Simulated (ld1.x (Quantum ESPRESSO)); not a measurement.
## Ni, TM: configuration errors across variants

* Element: nickel (Ni)
* Generator: ld1.x (Quantum ESPRESSO) 7.5
* Type: norm-conserving Troullier–Martins (Kleinman–Bylander form)
* Functional: PBE
* Relativity: scalar-relativistic
* Frozen core: [Ar]
* Valence charge: 10
* Reference configuration: 3d8 4s2 4p0
* Partial waves: 4s (bound): rc 1.60 bohr; 3d (bound): rc 1.60 bohr; 4p (bound, empty): rc 3.30 bohr
* Local potential: the p channel
* Core correction: Bessel-smoothed model core, default radius (core density twice the valence density)

All-electron excitation energies from the reference (eV): (1) 3d8 4s1 4p0 9.322; (2) 3d8 4s0 4p0 26.673; (3) 3d7 4s0 4p0 64.140; (4) 3d7 4s2 4p1 10.545; (5) 3d9 4s1 4p0 -1.595; (6) 3d6 4s0 4p0 121.697.

A true bound ghost makes a file unfit for plane-wave use even where its test errors are small: the radial tests pick states by their node count and pass the ghost by.

Errors AE − PS in meV (a dash: test not solved or not reliable):

```csv
change,(1),(2),(3),(4),(5),(6),bound ghosts
base,-8.3,-31,-561,-431,-259,-2156,s
wave 4p (bound): rc 3.30 bohr becomes 4p (bound): rc 2.86 bohr,-9.8,-30,-544,-458,-256,-2124,s
wave 4p (bound): rc 3.30 bohr becomes 4p (bound): rc 3.74 bohr,-8.2,–,-570,-417,-262,-2169,s
wave 4p (bound): rc 3.30 bohr becomes 4p (bound): rc 4.42 bohr,-8.5,-33,-574,-409,–,-2171,s
wave 4p (bound): rc 3.30 bohr becomes 4p (bound): rc 4.90 bohr,-8.1,-32,-573,-416,-263,-2175,s
```

Question: Give the same row for: wave 4p (bound): rc 3.30 bohr becomes 4p (bound): rc 2.28 bohr.

Answer: -13, -30, -535, -501, -259, -2099; bound ghosts: s.
